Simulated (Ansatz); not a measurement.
CuB6⁻. Charge -1, multiplicity 1. Geometry PBE-D4/def2-SVPD; atoms count from 1.

| atom | x (Å) | y (Å) | z (Å) |
| --- | --- | --- | --- |
| Cu1 | -0.716 | 1.791 | 0.219 |
| B2 | -0.704 | -0.593 | 0.551 |
| B3 | 1.029 | -1.023 | -0.683 |
| B4 | -0.129 | 0.272 | -0.982 |
| B5 | 1.092 | 0.286 | 0.280 |
| B6 | -0.569 | -1.289 | -0.913 |
| B7 | -0.002 | 0.555 | 1.528 |

The restricted singlet is unstable towards broken spin symmetry in Hartree–Fock (as tested in another run); at PBE0-D4/def2-TZVPD this wasn't settled. Another isomer (singlet) lies 1.38 eV lower at PBE0-D4/def2-TZVPD; other spin states weren't run for this one.

Estimate the Mulliken populations from the PBE0/def2-TZVPD orbitals of Ansatz.


| atom | charge (e) | d electrons |
| --- | --- | --- |
| Cu1 | -0.49 | 9.73 |
| B2 | -1.26 | – |
| B3 | 0.07 | – |
| B4 | 0.23 | – |
| B5 | -1.33 | – |
| B6 | 0.45 | – |
| B7 | 1.33 | – |
Mulliken values depend strongly on the basis. With diffuse functions, as here, like atoms can get unlike values, and bond orders can come out too low or too high.

And the Mayer bond orders between heavy atoms (over 0.3)?

Cu1–B2 1.25 (2.41 Å); Cu1–B5 1.82 (2.35 Å); B2–B5 1.99 (2.02 Å); B2–B6 1.44 (1.63 Å); B3–B4 0.74 (1.76 Å); B3–B5 0.93 (1.63 Å); B3–B6 0.93 (1.64 Å); B4–B5 0.75 (1.76 Å); B4–B6 1.00 (1.62 Å); B4–B7 0.93 (2.53 Å).
